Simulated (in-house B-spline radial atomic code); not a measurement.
Relativistic effects in neutral rhodium, [Kr] 4d8 5s1: non-relativistic Hartree-Fock (point nucleus) against Dirac-Hartree-Fock (Fermi nucleus of rms radius 4.4945 fm), both averages of the configuration, computed with a B-spline radial code for spherical atoms.

| orbital | ε NR (Eh) | ε Dirac (Eh) | <r> NR (bohr) | <r> Dirac (bohr) | change of <r> (%) |
| --- | --- | --- | --- | --- | --- |
| 1s1/2 | -834.05 | -858.43 | 0.03384 | 0.03262 | -3.6 |
| 2s1/2 | -121.57 | -127.43 | 0.147 | 0.1413 | -3.9 |
| 2p1/2 | -112.39 | -117.6 | 0.126 | 0.1204 | -4.5 |
| 2p3/2 | -112.39 | ? | 0.126 | ? | ? |
| 3s1/2 | -22.887 | -24.067 | 0.4003 | 0.3881 | -3.1 |
| 3p1/2 | -19.187 | -20.166 | 0.3939 | 0.3815 | -3.2 |
| 3p3/2 | -19.187 | -19.215 | 0.3939 | 0.3917 | -0.5 |
| 3d3/2 | -12.428 | -12.367 | 0.369 | 0.3673 | -0.4 |
| 3d5/2 | -12.428 | -12.182 | 0.369 | 0.3707 | +0.5 |
| 4s1/2 | -3.5103 | ? | 1.017 | ? | ? |
| 4p1/2 | -2.2977 | -2.4493 | 1.104 | 1.071 | -2.9 |
| 4p3/2 | -2.2977 | -2.2979 | 1.104 | 1.101 | -0.3 |
| 4d3/2 | -0.44603 | -0.43447 | 1.531 | 1.536 | +0.3 |
| 4d5/2 | -0.44603 | -0.41808 | 1.531 | 1.561 | +2.0 |
| 5s1/2 | -0.21324 | -0.22814 | 3.795 | 3.607 | -5.0 |

Task: What happens to 2p3/2?

Result: Its energy goes to -112.25 hartree and <r> to 0.1252 bohr (-0.63 %).

Task: What happens to 4s1/2?

Result: Its energy goes to -3.7212 hartree and <r> to 0.9888 bohr (-2.78 %).

Task: What explains the pattern of contraction and expansion?

Result: Expansion is seen in 3d5/2, 4d3/2, 4d5/2. The s and p1/2 orbitals contract directly, screen the nucleus better, and so push out orbitals that have little density near the nucleus; spin-orbit coupling adds to this for j = l + 1/2 and opposes it for j = l - 1/2.

Task: By how much does the total energy change?

Result: By -96.809 hartree, from -4685.837 to -4782.646.
